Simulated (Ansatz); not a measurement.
Molecule: sum formula SiN₂H₆, net charge 0, singlet state. SMILES: N[SiH2]N
Structure (B3LYP-D3(BJ)/def2-TZVP (Ansatz, a quantum-chemistry and plane-wave program) minimum search):
```
Si
N 1 1.7222
H 2 1.0078 1 121.50
H 2 1.0078 3 111.19 1 -153.60
N 1 1.7222 2 121.59 3 -75.85
H 5 1.0078 1 121.50 2 -75.85
H 5 1.0078 6 111.19 1 -153.60
H 1 1.4789 2 105.40 3 164.81
H 1 1.4789 8 114.36 5 -115.20
```

Quantity: atomisation energy (electronic, to ground-state atoms); the coupled-cluster value holds the core correlation from cc-pwCVTZ, in kJ/mol. Valence correlation only, unless marked. Open shells are spin-unrestricted. No spin-orbit coupling. Non-relativistic. CBS marks a two-point X^-3 extrapolation of the correlation energy; Hartree-Fock from the larger set.

Level to compare with: CCSD(T)/CBS(cc-pV(T+d)Z,cc-pV(Q+d)Z) plus the core term (Ansatz), 3006.4 kJ/mol. It is a level with limits of its own, and the differences hold the functionals' basis error too.

### Question
Rank these functionals by how close they come to CCSD(T)/CBS(cc-pV(T+d)Z,cc-pV(Q+d)Z), closest first: B97M-V/def2-TZVPD (Ansatz); BHLYP/def2-TZVPD (Ansatz); LC-wPBE/def2-TZVPD (Ansatz); PBE/def2-TZVPD (Ansatz).

### Answer
PBE/def2-TZVPD (GGA, 3000.6 kJ/mol, difference -5.8), B97M-V/def2-TZVPD (meta-GGA with VV10, 2985.1 kJ/mol, difference -21.3), LC-wPBE/def2-TZVPD (range-separated hybrid, 2965.6 kJ/mol, difference -40.8), BHLYP/def2-TZVPD (global hybrid, 2909.3 kJ/mol, difference -97.1)
